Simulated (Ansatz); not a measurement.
Cartesian coordinates (Å):
```xyz
9

Mo     0.0952     0.1292     0.2247
Cl     0.0999    -0.5018    -2.0582
Cl     1.4738    -1.6648     0.7062
Cl     0.3424     0.7913     2.4196
Cl    -1.6813    -1.3892     0.5049
O      1.4131     1.2942    -0.3493
H      1.7703     1.3768    -1.2502
O     -1.2912     1.3503     0.0007
H     -2.2331     1.1581     0.1458
```
Charge 0, spin multiplicity 1.

All values below come from frozen-core CCSD(T)/def2-TZVPP // r2SCAN-D4/def2-SVP in Ansatz (a program for electronic structure).

- HF energy = -2056.59931 Ha
- MP2 correlation energy = -1.90172 Ha

Estimate the CCSD correlation energy, the (T) correction, the total energy and the T1 diagnostic.


| Property | Value |
|---|---|
| CCSD correlation energy | -1.86722 Ha |
| (T) correction | -0.11797 Ha |
| CCSD(T) total energy | -2058.58451 Ha |
| T1 diagnostic | 0.028 |
